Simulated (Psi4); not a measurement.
CHAlClNO (SMILES O=C=[N][AlH][Cl]), singlet, geometry from GFN2-xTB (such geometries of metal compounds can be far from the true shape). Base run: CCSD(T)/def2-SVP run with Psi4.

Psi4 was given this input:
```
memory 2 GB

molecule {
0 1
  Al   -0.38930082   -0.75668200    0.50259179
  Cl    1.32440626   -1.08909672    1.50299283
  H    -1.65416971   -1.56624401    0.68938564
  N    -0.53676145    0.55434474   -0.70819965
  C    -0.74892359    1.39477249   -1.53303043
  O    -0.94361930    2.20858827   -2.32729712
}

set basis def2-svp
set freeze_core true

energy('ccsd(t)')
print_variables()
```

The base was run again with changes. Order these runs by total energy, lowest first: method = mp4 | method = mp3 | method = ccsd | method = qcisd(t).

method = mp4 (ΔE vs base (mEh) -5.982), method = qcisd(t) (ΔE vs base (mEh) -1.174), method = ccsd (ΔE vs base (mEh) 22.380), method = mp3 (ΔE vs base (mEh) 32.910)
